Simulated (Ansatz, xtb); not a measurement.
**AlH3O2Zn: which of two isomers lies lower**

Structure X: `[OH][AlH][O][ZnH]`, a singlet. Structure Y: `[OH][Al]([OH])[ZnH]`, a singlet. Both are isolated molecules in the gas phase, relaxed with B3LYP/6-31G*; the shapes shown needn't be the lowest conformers.

X (Å):

```yaml
atoms:
  - { symbol: Al, position_ang: [0.6694, -0.6147, -2.3092] }
  - { symbol: O, position_ang: [-0.9709, -0.2499, -2.6468] }
  - { symbol: O, position_ang: [1.3180, -0.4214, -0.7532] }
  - { symbol: Zn, position_ang: [2.7743, -0.5918, 0.1890] }
  - { symbol: H, position_ang: [-1.5473, 0.0734, -1.9425] }
  - { symbol: H, position_ang: [1.5197, -1.1356, -3.5328] }
  - { symbol: H, position_ang: [4.0126, -0.7233, 1.0463] }
```

Y (Å):

```xyz
7

Al   -1.2822    0.7918    1.4611
O    -2.4160   -0.4962    1.3056
O    -0.0233    1.0403    0.3112
Zn   -1.4614    2.2825    3.3334
H    -2.4237   -1.1435    0.5897
H     0.1278    0.4950   -0.4707
H    -1.5785    3.2557    4.5557
```

Quicker runs give these differences E(Y) − E(X): GFN2-xTB +12.9 kcal/mol; HF/STO-3G +40.8 kcal/mol (at GFN2-xTB geometries); r2SCAN-D4/def2-SVP +15.0 kcal/mol (at GFN2-xTB geometries).

Estimate E(Y) − E(X) at the level CCSD(T)/def2-TZVP.

Calculated at CCSD(T)/def2-TZVP: E(Y) − E(X) = +12.5 kcal/mol, so structure X lies lower.

Level by level:

| level | geometry | E(Y) − E(X) (kcal/mol) | departure from the last row (kcal/mol) | job, with rough time for the two |
| --- | --- | --- | --- | --- |
| GFN2-xTB | GFN2-xTB | +12.9 | +0.4 | optimisation, 0.15 s |
| HF/STO-3G | GFN2-xTB | +40.8 | +28.3 | single point, 1.7 s |
| r2SCAN-D4/def2-SVP | GFN2-xTB | +15.0 | +2.5 | single point, 2 s |
| B3LYP/6-31G* | B3LYP/6-31G* | +20.6 | +8.1 | optimisation, 38 s |
| HF/def2-TZVP | B3LYP/6-31G* | +11.4 | −1.1 | part of the CCSD(T) run |
| MP2/def2-TZVP | B3LYP/6-31G* | +14.4 | +1.9 | part of the CCSD(T) run |
| CCSD(T)/def2-TZVP | B3LYP/6-31G* | +12.5 |  | single point, 50 s |

As drawn, Y has 1 Al–Zn, 1 O–H in place of 1 O–Zn, 1 Al–H.

The levels shown agree on the order. The largest departure from CCSD(T)/def2-TZVP is that of HF/STO-3G, 28.3 kcal/mol.

With harmonic frequencies from B3LYP/6-31G* (ideal gas, rigid rotor, one conformer each, 600 K, 1 atm): on the last row, ΔE + ΔZPE = +13.6 kcal/mol. A mode under 50 cm⁻¹ makes harmonic enthalpies and free energies unreliable, so none is given.

The correlated steps freeze 12 core orbitals; the last core shell of Zn is correlated, in a basis made for valence electrons. Programs: Ansatz 0.2.0, xtb 6.7.1; the last row on 2 threads of Intel(R) Xeon(R) 6975P-C (Granite Rapids) on a shared host.
